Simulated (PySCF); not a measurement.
**Ionisation energy of Ga⁺ by level of theory**

Ga⁺ [Ar] 3d10 4s2 (1S) → Ga²⁺ [Ar] 3d10 4s1 (2S), as a difference of total energies. All numbers are calculated (PySCF 2.14, scalar relativity through the core potential, in aug-cc-pVQZ-PP with ECP10MDF (7s6p5d3f2g, 89 functions)). Correlated levels: valence: 3s2 3p6 3d10 frozen. The calculations carry no spin-orbit coupling.

```csv
method,ionisation energy (eV)
UHF,18.745
MP2 (valence),19.499
SCS-MP2 (valence),19.650
CCSD (valence),19.772
```

Problem. How much does correlation contribute at MP2 (valence)?

Solution. 19.499 − (18.745) = 0.754 eV, measured against UHF.

Errors of the correlated levels include the incompleteness of this basis and the frozen core.

With two correlated electrons CCSD is exact in that space.

For comparison: 20.515 eV (measured; NIST Atomic Spectra Database, ionization energies).
